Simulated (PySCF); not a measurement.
C4H4Cl2. Atoms are numbered in the order given.

```xyz
10

C     -1.9698    -1.3777     0.4043
C     -1.0666    -0.3393    -0.1919
Cl    -1.9182     1.0504    -0.8789
C      0.2516    -0.3806    -0.2446
C      1.5646    -0.4428    -0.2931
Cl     2.6141     0.1881     0.9620
H     -2.6708    -1.7644    -0.3640
H     -1.3808    -2.2184     0.8161
H     -2.5818    -0.9311     1.2149
H      2.1240    -0.8966    -1.1283
```

Geometry optimised at PBE-D3(BJ)/def2-SVP.

These are PBE-D3(BJ)/def2-SVP (PySCF) values and carry that method's errors.

Frequencies are harmonic and unscaled.

| mode | ν (cm⁻¹) | IR (km/mol) | moving atoms (share of kinetic energy) |
|---|---|---|---|
| 1 | 88 | 0.1 | Cl 67 %, C 29 % |
| 2 | 104 | 0.9 | C 59 %, Cl 26 %, H 15 % |
| 3 | 184 | 0.5 | H 93 % |
| 4 | 235 | 0.8 | C 61 %, H 22 %, Cl 18 % |
| 5 | 290 | 1.2 | C 50 %, Cl 26 %, H 24 % |
| 6 | 380 | 2.8 | C 62 %, Cl 21 %, H 16 % |
| 7 | 479 | 0.7 | C 64 %, Cl 27 %, H 9 % |
| 8 | 515 | 24.7 | C 77 %, Cl 15 % |
| 9 | 621 | 54.0 | C 74 %, Cl 14 %, H 11 % |
| 10 | 736 | 122.1 | C 74 %, Cl 18 % |
| 11 | 763 | 18.5 | H 71 %, C 29 % |
| 12 | 919 | 16.6 | C 52 %, H 46 % |
| 13 | 997 | 1.2 | H 67 %, C 33 % |
| 14 | 1063 | 78.4 | C 64 %, H 35 % |
| 15 | 1166 | 22.7 | H 84 %, C 15 % |
| 16 | 1325 | 7.8 | H 71 %, C 29 % |
| 17 | 1348 | 5.0 | C 64 %, H 36 % |
| 18 | 1388 | 11.4 | H 97 % |
| 19 | 1410 | 5.1 | H 77 %, C 23 % |
| 20 | 2011 | 162.1 | C 99 % |
| 21 | 2974 | 8.7 | H 97 % |
| 22 | 3056 | 2.7 | H 91 %, C 9 % |
| 23 | 3094 | 3.8 | H 90 %, C 10 % |
| 24 | 3108 | 1.6 | H 91 %, C 9 % |
